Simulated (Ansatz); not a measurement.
Molecular dynamics of BrClH$_{2}$Zn

The input (input.yaml):

```yaml
crystal:
  periodic: [false, false, false]
  atoms:
    - { symbol: Zn, position_ang: [-0.533808, 0.084301, 0.396445] }
    - { symbol: Br, position_ang: [1.026514, -0.893633, -1.483932] }
    - { symbol: Cl, position_ang: [-2.480742, -0.512116, 0.946953] }
    - { symbol: H, position_ang: [1.163601, 0.310166, -0.377411] }
    - { symbol: H, position_ang: [0.824436, 1.011282, 0.517946] }
basis:
  gaussian: { orbitals: def2-SVP }
hamiltonian:
  xc: pbe0
  dispersion: d4
md:
  timestep: 0.5
  n_steps: 200
  ensemble: nve
  temperature: 300.0
  initial_velocities: maxwell_boltzmann
  seed: 6363
```

Command:

```bash
$ ansatz run input.yaml --threads 2 --pin off --max-ram 3072MiB --backend cpu --events-out ev --progress --plain --runs-dir out
```

It starts at the highest image of a converged band, a first-order saddle point between two minima.

Output, in part (step lines, the closing report, with atoms numbered from 0):

```
md step     0: t =     0.00 fs  T =   300.0 K  F+E_penalty+E_count = -130983.93374899 eV  E_kin = 0.116334 eV  conserved = -130983.81741499 eV  (25 SCF iters)
md step     1: t =     0.50 fs  T =   299.2 K  F+E_penalty+E_count = -130983.93345171 eV  E_kin = 0.116033 eV  conserved = -130983.81741879 eV  (24 SCF iters)
md step     2: t =     1.00 fs  T =   296.1 K  F+E_penalty+E_count = -130983.93225156 eV  E_kin = 0.114832 eV  conserved = -130983.81741958 eV  (24 SCF iters)
md step     3: t =     1.50 fs  T =   290.7 K  F+E_penalty+E_count = -130983.93015450 eV  E_kin = 0.112737 eV  conserved = -130983.81741734 eV  (25 SCF iters)
md step     4: t =     2.00 fs  T =   283.1 K  F+E_penalty+E_count = -130983.92721246 eV  E_kin = 0.109800 eV  conserved = -130983.81741283 eV  (24 SCF iters)
md step     5: t =     2.50 fs  T =   273.6 K  F+E_penalty+E_count = -130983.92351704 eV  E_kin = 0.106111 eV  conserved = -130983.81740600 eV  (25 SCF iters)
md step     6: t =     3.00 fs  T =   262.5 K  F+E_penalty+E_count = -130983.91919445 eV  E_kin = 0.101797 eV  conserved = -130983.81739743 eV  (24 SCF iters)
md step     7: t =     3.50 fs  T =   250.2 K  F+E_penalty+E_count = -130983.91439723 eV  E_kin = 0.097009 eV  conserved = -130983.81738775 eV  (25 SCF iters)
[... lines left out ...]
Total energy: -130984.98710710 eV, -4813.6094913728 hartree
Atom 0 at    -0.683649    -0.424957    -0.017198 Å, force     2.250792    -0.488764    -1.799548 eV/Å
Atom 1 at     1.021352    -0.745171    -1.334614 Å, force     0.594927    -0.131393    -0.478615 eV/Å
Atom 2 at    -2.169382    -0.088743     1.184575 Å, force    -2.842585     0.625355     2.281084 eV/Å
Atom 3 at     0.884717     3.968256     3.567040 Å, force     0.579170     0.230581     0.339602 eV/Å
Atom 4 at     0.281256     3.726158     3.209613 Å, force    -0.582304    -0.235778    -0.342523 eV/Å
Dipole moment:    -0.042633    -0.012097     0.014859 e Å
```

The steps, from the saved trajectory:

| time (fs) | T (K) | potential energy less start (eV) | conserved less start (meV/atom) |
| --- | --- | --- | --- |
| 0.0 | 300 | 0.000 | 0.00 |
| 3.0 | 263 | 0.015 | 0.00 |
| 6.0 | 186 | 0.044 | 0.02 |
| 9.0 | 160 | 0.054 | 0.02 |
| 12.0 | 241 | 0.023 | 0.02 |
| 15.0 | 377 | -0.030 | 0.01 |
| 18.0 | 526 | -0.087 | 0.02 |
| 21.0 | 723 | -0.164 | -0.01 |
| 24.0 | 922 | -0.241 | 0.01 |
| 27.0 | 1139 | -0.325 | 0.02 |
| 30.0 | 1374 | -0.417 | -0.03 |
| 33.0 | 1570 | -0.493 | -0.03 |
| 36.0 | 1730 | -0.554 | 0.02 |
| 39.0 | 1903 | -0.622 | 0.03 |
| 42.0 | 2098 | -0.697 | -0.01 |
| 45.0 | 2302 | -0.776 | -0.02 |
| 48.0 | 2506 | -0.855 | 0.01 |
| 51.0 | 2709 | -0.934 | 0.03 |
| 54.0 | 2920 | -1.016 | -0.01 |
| 57.0 | 3089 | -1.082 | -0.04 |
| 60.0 | 3181 | -1.118 | -0.03 |
| 63.0 | 3190 | -1.120 | 0.01 |
| 66.0 | 3108 | -1.089 | 0.02 |
| 69.0 | 2968 | -1.035 | -0.03 |
| 72.0 | 2771 | -0.958 | -0.04 |
| 75.0 | 2571 | -0.881 | 0.00 |
| 78.0 | 2451 | -0.834 | 0.05 |
| 81.0 | 2444 | -0.831 | 0.03 |
| 84.0 | 2553 | -0.874 | -0.02 |
| 87.0 | 2686 | -0.925 | -0.05 |
| 90.0 | 2777 | -0.961 | -0.01 |
| 93.0 | 2833 | -0.982 | 0.03 |
| 96.0 | 2880 | -1.000 | 0.02 |
| 99.0 | 2986 | -1.042 | -0.02 |

The run went to its last step. The conserved energy stayed within 0.051 meV per atom of its start (net change 0.034 meV per atom), so the integration is sound. The system heated up, since it started high on the potential surface and ran downhill. A run of 0.1 ps of so small a system gives no equilibrium averages. The orbitals stay closed-shell, which can raise the energy where a bond breaks towards radicals; this wasn't checked here.

The step under study would form Zn1–H5, Br2–H4 and break Zn1–Br2, H4–H5. These pairs go: Zn1–H5 1.65 → 5.35 Å, Br2–H4 1.64 → 6.80 Å, Zn1–Br2 2.63 → 2.18 Å, H4–H5 1.19 → 0.74 Å. In the last frame they stand as before the step (other bonds may differ from the relaxed reactants and products). Also parted: Zn1–H4 1.88 → 5.88 Å. It ends as BrClZn + H2. Pairs count as bonded within 1.25 times the sum of covalent radii (0.12 Å more for H–H).

Last frame:

```xyz
5
Properties=species:S:1:pos:R:3
Zn -0.684 -0.425 -0.017
Br 1.021 -0.745 -1.335
Cl -2.169 -0.089 1.185
H 0.885 3.968 3.567
H 0.281 3.726 3.210
```

The run took 6.7 min on 2 threads of Arm Neoverse V2, on a shared host, peak memory 0.21 GiB.
